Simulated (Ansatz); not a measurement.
`N[Si](Cl)Cl`• → 2 Cl• + 2 H• + N• + Si•  (atomization)

Gas-phase electronic energies from Ansatz, PBE0-D4/def2-TZVP geometries. CCSD(T)/CBS adds triple-zeta CCSD(T) − MP2 to the extrapolated MP2 energy (def2 sets, frozen cores). This one scheme is used for every species, atoms too. DFT in def2-TZVPP. B3LYP here is the variant with VWN-RPA as its local correlation; programs differ in this. HSE06 is defined as in plane-wave codes. No spin–orbit coupling; open shells (•) take unrestricted orbitals. Spin–orbit coupling would lower the free atoms: a little for Cl, Si. One conformer a species, not always the lowest.

| level | ΔE (kJ/mol) | difference from CCSD(T)/CBS |
| --- | --- | --- |
| LDA (SPW92) | 2226.7 | 307.0 |
| revPBE-D4 | 1921.6 | 1.9 |
| BLYP-D4 | 1919.7 | 0.0 |
| r2SCAN-D4 | 1941.7 | 22.0 |
| B97M-V | 1944.9 | 25.2 |
| PBE0-D4 | 1930.7 | 11.0 |
| B3LYP-D4 | 1915.4 | -4.3 |
| r2SCANh-D4 | 1925.2 | 5.5 |
| r2SCAN0-D4 | 1901.5 | -18.2 |
| BHLYP-D4 | 1852.5 | -67.2 |
| ωB97X-V | 1935.2 | 15.5 |
| ωB97M-V | 1934.6 | 14.9 |
| B2PLYP | 1888.9 | -30.8 |
| PBE-QIDH | 1907.9 | -11.8 |
| PBE | 1956.9 | 37.2 |
| revPBE | 1874.2 | -45.5 |
| BLYP | 1881.5 | -38.2 |
| r2SCAN | 1937.8 | 18.1 |
| PBE0 | 1915.9 | -3.8 |
| B3LYP | 1886.7 | -33.0 |
| r2SCANh | 1921.0 | 1.3 |
| r2SCAN0 | 1896.8 | -22.9 |
| HSE06 | 1918.6 | -1.1 |
| BHLYP | 1828.5 | -91.2 |
| CAM-B3LYP | 1903.4 | -16.3 |
| LC-ωPBE | 1906.0 | -13.7 |
| HF/def2-SVP | 1290.4 | -629.3 |
| MP2/def2-SVP | 1753.4 | -166.3 |
| CCSD/def2-SVP | 1681.4 | -238.3 |
| HF/def2-TZVPP | 1332.6 | -587.1 |
| MP2/def2-TZVPP | 1901.6 | -18.1 |
| SCS-MP2/def2-TZVPP | 1876.5 | -43.2 |
| CCSD/def2-TZVPP | 1799.8 | -119.9 |
| CCSD(T)/def2-TZVPP | 1838.9 | -80.8 |
| HF/def2-QZVPP | 1339.0 | -580.7 |
| MP2/def2-QZVPP | 1950.2 | 30.5 |
| SCS-MP2/def2-QZVPP | 1929.7 | 10.0 |
| HF/CBS(def2) | 1339.9 | -579.8 |
| MP2/CBS(def2) | 1982.4 | 62.7 |
| CCSD/CBS(def2) | 1880.6 | -39.1 |
| CCSD(T)/CBS | 1919.7 | 0 |

Largest T1 diagnostic among the species: 0.013.

At CCSD(T), def2-SVP lies −213.7 kJ/mol from the extrapolated value and def2-TZVPP −80.8 kJ/mol: correlation converges slowly with the basis, and small sets miss more of it in the bonded molecule than in its fragments. The D4 term adds +28.7 kJ/mol with B3LYP and +14.8 kJ/mol with PBE0; it sums over pairs of atoms, weighted by their polarisabilities, and B3LYP, whose exchange is more repulsive, gets the larger term. Leaving LDA and LC-ωPBE aside and taking each functional with its dispersion term where it has one, the values, not all of them listed here, spread over 121.8 kJ/mol, from BHLYP-D4 to PBE-D4. LDA lies +269.9 kJ/mol from PBE without D4, its usual overbinding.

For atomizations the MP2-based limit and the directly extrapolated one differ by several kJ/mol either way, and by 10 to 25 for some Ge, Se and Sn compounds, so smaller differences from it don't rank the levels.
